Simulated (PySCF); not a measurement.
CH₃F₃OSi, SMILES O[Si](F)(F)CF. Coordinates come from a ωB97X-D3(BJ)/def2-SVP optimisation. This is a generated structure with no PubChem entry under its InChIKey; it may be hypothetical. The values are those of a single conformer.

Computed equilibrium geometry at ωB97X-D3(BJ)/def2-SVP (PySCF confirms it by a frequency run) as bond lengths and angles (one conformer of several):
Atoms: O1 Si2 F3 F4 C5 F6 H7 H8 H9. Bond lengths (Å): O1–Si2 1.633, O1–H7 0.966, Si2–F3 1.610, Si2–F4 1.612, Si2–C5 1.880, C5–F6 1.399, C5–H8 1.103, C5–H9 1.103. Bond angles (°): Si2–O1–H7 113.9, O1–Si2–F3 110.0, O1–Si2–F4 111.4, O1–Si2–C5 108.7, F3–Si2–F4 105.5, F3–Si2–C5 110.7, F4–Si2–C5 110.6, Si2–C5–F6 106.3, Si2–C5–H8 113.1, Si2–C5–H9 111.6, F6–C5–H8 109.0, F6–C5–H9 108.8, H8–C5–H9 108.0.
Charge 0, spin multiplicity 1.
